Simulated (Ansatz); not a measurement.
Breaking the Mg1–H2 bond in H2Mg (SMILES [MgH2]) (multiplicity 1 held, fragments rigid). Energies count from the point at 1.700 Å.
Geometry at that point (charge 0, multiplicity 1):
```xyz
3

Mg     0.00000     0.00000     0.00000
H      0.00000     0.00000    -1.69978
H      0.00000     0.00000     1.69978
```

R- and RO- levels are restricted; in cc, def2 and unpolarised 6-31G sets they are followed outwards from rest. Unrestricted levels (U-) break spin symmetry where that is lower. Active spaces are followed from a long bond inwards. Full CI gives the lowest state of the spin. Curves can end on different states.

Frozen-core correlation.

Codes used: Ansatz (Gaussian basis) for Hartree–Fock, density functionals and correlated methods. Each number belongs to the level named beside it.

Energies in kJ/mol.

| R (Å) | U-MP2/def2-SVP | R-CCSDT/def2-SVP | SC-NEVPT2 on CASSCF(2,2)/def2-SVP | FIC-MRCISD+Q on CASSCF(2,2)/def2-SVP | FCI/def2-SVP |
|---|---|---|---|---|---|
| 1.360 | 85 | 85 | 87 | 85 | 85 |
| 1.530 | 17 | 18 | 19 | 17 | 18 |
| 1.700 | 0 | 0 | 0 | 0 | 0 |
| 1.870 | 11 | 10 | 8 | 10 | 10 |
| 2.040 | 36 | 33 | 30 | 33 | 33 |
| 2.295 | 87 | 80 | 75 | 80 | 80 |
| 2.550 | 158 | 128 | 121 | 128 | 128 |
| 2.975 | 230 | 197 | 188 | 197 | 197 |
| 3.400 | 257 | 243 | 233 | 243 | 243 |
| 3.910 | 268 | 272 | 261 | 272 | 272 |
| 4.589 | 271 | 285 | 274 | 284 | 284 |
| 5.439 | 272 | 288 | 277 | 288 | 288 |

Doubts at one or more of the structures used: a spin-contaminated determinant (U-MP2/def2-SVP); a restricted determinant that unrestricted orbitals would lower (R-CCSDT/def2-SVP); T1 above 0.05 (R-CCSDT/def2-SVP); other coupled-cluster roots lie near (R-CCSDT/def2-SVP).

Ansatz is a first-principles code.
